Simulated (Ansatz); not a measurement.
`CSB(C)C` + H₂O → `CSB(C)O` + CH₄ at 600 K and 1 bar (formal hydrolysis of a B–C bond).

Gas-phase electronic energies from Ansatz, PBE0-D4/def2-TZVP geometries. CBS: MP2 limit from def2 TZ/QZ plus the TZ coupled-cluster correction, frozen cores. This one scheme is used for every species. Each species was taken in one conformer, which may not be the lowest.

```csv
species,CCSD(T)/CBS energy (Eh),H − E (kJ/mol),S (J/(mol·K))
`CSB(C)C`,-542.19673,377.4,476.4
H₂O,-76.37941,76.8,212.8
`CSB(C)O`,-578.15840,314.8,447.8
CH₄,-40.46206,140.4,215.7
```

H − E and S are ideal-gas, rigid-rotor, harmonic terms from PBE0-D4/def2-TZVP, for one conformer and one mirror image of each species. 1 Eh = 2625.50 kJ/mol, R = 8.31446 J/(mol·K).

Q: By hand: ΔE, ΔH, ΔS and ΔG.

A: ΔE = (-578.15840) + (-40.46206) − (-542.19673) − (-76.37941) = -0.04432 Eh = -116.4 kJ/mol. Δ(H − E) = 314.8 + 140.4 − 377.4 − 76.8 = 1.0, so ΔH = -115.4 kJ/mol. ΔS = 447.8 + 215.7 − 476.4 − 212.8 = -25.7 J/(mol·K). ΔG = -115.4 − 600 × (-25.7)/1000 = -100.0 kJ/mol.

Q: By hand: the equilibrium constant, and the temperature at which ΔG would vanish if ΔH and ΔS stayed fixed.

A: log₁₀ K = −ΔG/(RT ln 10) = 8.7. ΔG = 0 at ΔH/ΔS = 4490 K, far beyond where these terms or the molecules hold.

ΔH outweighs TΔS. A doubt of 5 kJ/mol in ΔE shifts log₁₀ K by 0.4 here. Other conformers and mirror images would add mixing entropy, several J/(mol·K) or more a flexible species. Modes under 60 cm⁻¹, often nearly free rotors, make the harmonic entropy too high. These are equilibria of isolated gas molecules and say nothing of rates. Largest T1 diagnostic: 0.012 (customary marks: 0.02 for closed shells, 0.045 for open ones).
